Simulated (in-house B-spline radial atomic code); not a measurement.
Values are calculated unless marked as measured or tabulated.
Correlation energy from the adiabatic connection: ω²r²/2 − Z/r, ω = 0.0392, Z = 1

Two electrons in a singlet, external potential ω²r²/2 − Z/r, ω = 0.0392, Z = 1 (atomic units). Full CI in B-splines (partial waves to l = 8, correlation up to 0.6 % small) with the density held fixed gives W(λ) = <V_ee>_λ − U, and E_c is the integral of W(λ) − W(0) from 0 to 1.

```json
{"λ": "0", "W(λ) − W(0) (hartree)": "0.00000"}
{"λ": "0.02", "W(λ) − W(0) (hartree)": "-0.00216"}
{"λ": "0.05", "W(λ) − W(0) (hartree)": "-0.00531"}
{"λ": "0.12", "W(λ) − W(0) (hartree)": "-0.01224"}
{"λ": "0.25", "W(λ) − W(0) (hartree)": "-0.02373"}
{"λ": "0.4", "W(λ) − W(0) (hartree)": "-0.03509"}
{"λ": "0.6", "W(λ) − W(0) (hartree)": "-0.04772"}
{"λ": "0.8", "W(λ) − W(0) (hartree)": "-0.05811"}
{"λ": "1", "W(λ) − W(0) (hartree)": "-0.06679"}
```

(1) Integrate the table by the trapezoid rule.

(2) Now use only three numbers: W(0) = -0.40968, the initial slope W'(0) = -0.1093 (extrapolated from the first points) and the strong-coupling limit of the point-charge-plus-continuum model, W∞ = -0.59019. What do second-order theory and the interpolation W(λ) = W∞ + (W(0) − W∞)/√(1 + 2χλ) of Seidl, Perdew and Levy give?

Results:

(1) The strips give -0.00002, -0.00011, -0.00061, -0.00234, -0.00441, -0.00828, -0.01058, -0.01249, which sum to -0.03885 hartree. The direct value, W(1) − W(0) + T_c with T_c = 0.02779, is -0.03900; the curve is convex, so chords lie above it and the trapezoids fall short in size by 0.37 %.

(2) Second order keeps the slope alone: E_c = W'(0)/2 = -0.05465, +40 % in size against -0.03900. Matching the slope fixes χ = W'(0)/(W∞ − W(0)) = -0.1093/(-0.18051) = 0.60551. Integrating, with s = √(1 + 2χ) = 1.486948, E_c = −(W(0) − W∞)(s − 1)/(s + 1) = −0.18051 × 0.486948/2.486948 = -0.03534 hartree, -9.4 % in size against the full result. At λ = 1 the formula gives W − W(0) = -0.05911 against -0.06679. Part of the miss can come from the model's W∞.
